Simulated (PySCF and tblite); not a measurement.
Results of a calculation; reference values are marked as such.
Molecule: C5H8F2, numbered as in [F:1][C@H:2]1[CH2:3][CH2:4][C@@H:5]([F:6])[CH2:7]1.

The ring 2–3–4–5–7 is held at Altona–Sundaralingam phase angles P (ν_j = ν_max cos(P + 144°(j − 2)), ν_j about the bond from ring atom j to j + 1, counted from 0) and the rest relaxed at GFN2-xTB. Energies: PBE0/pcSseg-1 + D3(BJ). (tblite 0.8, PySCF 2.14.)

Give the DFT energy and dipole along the phase angle P.


```
phase angle P °  E kcal/mol  dipole D  amplitude °
             36        0.56      3.31           32
             72        0.71      3.29           31
            108        0.07      3.14           36
            144        0.02      2.72           39
            180        0.88      2.23           38
            216        1.61      1.95           37
            252        1.52      1.92           39
            288        0.89      2.23           38
            324        0.00      2.72           40
            360        0.00      3.15           37
```

How free is the pseudorotation?

The sampled points span 1.61 kcal/mol, from P = 324° to P = 216°; RT at 298 K is 0.59 kcal/mol, so it is hindered but fast.
